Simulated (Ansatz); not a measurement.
Consider the ligand exchange at the In–C bond: `C[CH2][In]([Cl])[Cl]` + HI → `[Cl][In]([Cl])[I]` + `CC`.

Computed with Ansatz on PBE0-D4/def2-TZVP structures; ΔE is electronic, products minus reactants. CBS: MP2 limit from def2 TZ/QZ plus the TZ coupled-cluster correction, frozen cores. This one scheme is used for every species. DFT in def2-TZVPP. HSE06 is defined as in plane-wave codes. def2 core potentials past Kr. For I, In outer-core shells are correlated without core-valence functions, which leaves a few kJ/mol of doubt a bond. Each species was taken in one conformer, which may not be the lowest.

| level | ΔE (kJ/mol) | difference from CCSD(T)/CBS |
| --- | --- | --- |
| revPBE-D4 | -140.1 | 9.5 |
| BLYP-D4 | -140.8 | 8.8 |
| r2SCANh-D4 | -151.5 | -1.9 |
| r2SCAN0-D4 | -154.9 | -5.3 |
| HSE06-D4 | -150.2 | -0.6 |
| BHLYP-D4 | -160.8 | -11.2 |
| ωB97M-V | -146.8 | 2.8 |
| HSE06 | -151.3 | -1.7 |
| LC-ωPBE | -148.3 | 1.3 |
| HF/def2-SVP | -177.7 | -28.1 |
| CCSD(T)/def2-SVP | -156.7 | -7.1 |
| HF/def2-TZVPP | -176.1 | -26.5 |
| CCSD(T)/def2-TZVPP | -140.8 | 8.8 |
| HF/def2-QZVPP | -176.3 | -26.7 |
| SCS-MP2/def2-QZVPP | -150.8 | -1.2 |
| HF/CBS(def2) | -176.3 | -26.7 |
| CCSD(T)/CBS | -149.6 | 0 |

Largest T1 diagnostic among the species: 0.012.

From r2SCAN to r2SCAN0 (25 % exact exchange), in def2-TZVPP and without D4, ΔE moves by −5.8 kJ/mol. In def2-TZVPP, CCSD(T) changes the Hartree–Fock value by +35.3 kJ/mol (the triples alone add +2.8 kJ/mol) and MP2 by +30.6 kJ/mol. Leaving LDA and LC-ωPBE aside and taking each functional with its dispersion term where it has one, the values spread over 20.8 kJ/mol, from BHLYP-D4 to revPBE-D4. LDA lies +8.8 kJ/mol from PBE without D4.
